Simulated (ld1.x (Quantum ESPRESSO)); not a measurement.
# Transferability test, TM potential for N

```
Element                 : N (Z = 7)
Generator               : ld1.x (Quantum ESPRESSO) 7.5
Type                    : norm-conserving Troullier–Martins (Kleinman–Bylander form)
Functional              : LDA (PZ)
Relativity              : scalar-relativistic
Frozen core             : [He]
Valence charge          : 5
Reference configuration : 2s2 2p2.5 (charge +0.5)
Partial waves           : 2p (bound): rc 1.70 bohr; 2s (bound): rc 1.10 bohr
Local potential         : the s channel
Core correction         : a·sin(br)/r model core inside 1.00 bohr
```

Energies are relative to the spin-unpolarised reference configuration 2s2 2p2.5; without spin polarisation the order of configurations can differ from experiment. Spin-polarised rows fill each open shell by Hund’s rule, majority spin first.

| valence configuration | charge | ΔE all-electron (eV) | error AE − PS (meV) |
| --- | --- | --- | --- |
| 2s2 2p3 | 0 | -5.167 | +3.3 |
| 2s2 2p2 | +1 | 8.565 | +8.7 |
| 2s2 2p1 | +2 | 37.535 | +174 |
| 2s1 2p4 | 0 | 6.037 | +38 |
| 2s1 2p3 | +1 | 20.018 | -11 |
| 2s2 2p2.5 (spin-polarised) | +0.5 | -2.307 | +191 |
| 2s2 2p3 (spin-polarised) | 0 | -8.059 | +235 |

Task: What are ΔE and the potential's error for 2s1 2p0?

Result: ΔE = 162.173 eV all-electron; the error (AE − PS) is +1597 meV.

Task: What are ΔE and the potential's error for 2s0 2p5?

Result: ΔE = 17.286 eV all-electron; the error (AE − PS) is +101 meV.

Levels in the configuration 2s2 2p3 (spin-polarised):

```json
{"level": "2s up", "all-electron (eV)": "-19.580", "pseudo (eV)": "-19.655"}
{"level": "2p up", "all-electron (eV)": "-8.344", "pseudo (eV)": "-8.425"}
{"level": "2s down", "all-electron (eV)": "-15.400", "pseudo (eV)": "-15.087"}
```
